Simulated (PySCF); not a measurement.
Vertical excitations of a molecule C₃H₇ClSi from TDA-PBE/def2-SVPD (PySCF), as energy in eV (oscillator strength): 5.88 (0.002), 5.99 (0.390), 6.30 (0.002), 6.39 (0.002), 6.47 (0.004), 6.63 (0.005), 6.70 (0.001), 6.81 (0.012), 7.12 (0.001), 7.27 (0.003). Lowest triplet (TDA): 4.00 eV. Coordinates come from a PBE0-D3(BJ)/def2-SVP optimisation. One conformer was computed; it need not be the lowest.

**Question.** Identify the compound among the candidates.
(A) ClC1C[SiH2]C1
(B) C=C(C)[SiH2]Cl
(C) Cl[SiH2]C1CC1
(D) C[SiH2]/C=C/Cl

**Answer.** D, C[SiH2]/C=C/Cl
